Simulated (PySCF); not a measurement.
Geometry:
```
atom   x (Å)   y (Å)   z (Å)
  F1   0.888   2.621   0.520
  C2   0.691   1.318   0.992
  C3   1.473   0.386   0.059
  C4   0.979  -1.060   0.103
  C5  -0.215  -1.305  -0.822
  C6  -1.510  -0.673  -0.318
  C7  -1.393   0.827  -0.052
  O8  -0.647   1.089   1.134
  H9   1.102   1.316   2.011
 H10   1.396   0.773  -0.960
 H11   2.523   0.440   0.349
 H12   0.712  -1.324   1.128
 H13   1.797  -1.712  -0.209
 H14  -0.371  -2.381  -0.921
 H15   0.018  -0.914  -1.816
 H16  -2.301  -0.835  -1.053
 H17  -1.810  -1.153   0.615
 H18  -0.957   1.352  -0.907
 H19  -2.386   1.244   0.140
```

Geometry: GFN2-xTB; GIAO absolute shieldings from PySCF 2.14.0 with density-fitted response routines, gas phase, non-relativistic, averaged over equivalent atoms.

At PBE0/MINI (51 basis functions, about 19 core-seconds):
```json
{"atoms": "F1", "σ (ppm)": "393.8"}
{"atoms": "C2", "σ (ppm)": "137.8"}
{"atoms": "C7", "σ (ppm)": "166.8"}
{"atoms": "C3", "σ (ppm)": "193.1"}
{"atoms": "C5", "σ (ppm)": "194.7"}
{"atoms": "C6", "σ (ppm)": "196.9"}
{"atoms": "C4", "σ (ppm)": "201.8"}
{"atoms": "O8", "σ (ppm)": "344.6"}
{"atoms": "H9", "σ (ppm)": "25.79"}
{"atoms": "H19", "σ (ppm)": "27.38"}
{"atoms": "H18", "σ (ppm)": "28.46"}
{"atoms": "H11", "σ (ppm)": "28.54"}
{"atoms": "H14", "σ (ppm)": "28.78"}
{"atoms": "H13", "σ (ppm)": "29.05"}
{"atoms": "H16", "σ (ppm)": "29.13"}
{"atoms": "H17", "σ (ppm)": "29.30"}
{"atoms": "H10", "σ (ppm)": "29.62"}
{"atoms": "H15", "σ (ppm)": "29.90"}
{"atoms": "H12", "σ (ppm)": "29.92"}
```

Question: Predict the values at PBE0/pcSseg-1 on the same geometry.

Answer: 
```
atoms  σ at PBE0/pcSseg-1  change
   F1               311.5   -82.3
   C2                71.2   -66.6
   C7               120.1   -46.7
   C3               147.1   -46.0
   C5               151.8   -42.9
   C6               152.0   -44.9
   C4               161.6   -40.2
   O8               232.2  -112.4
   H9               25.87   +0.08
  H19               27.73   +0.35
  H18               27.75   -0.71
  H11               29.41   +0.87
  H14               29.69   +0.91
  H13               30.07   +1.02
  H16               30.13   +1.00
  H17               30.06   +0.76
  H10               29.91   +0.29
  H15               30.45   +0.55
  H12               30.38   +0.46
```

The largest change is at O8 (ether oxygen). Cost: 191 basis functions, of the order of 90 core-seconds. The order of the carbon signals is the same at both levels.
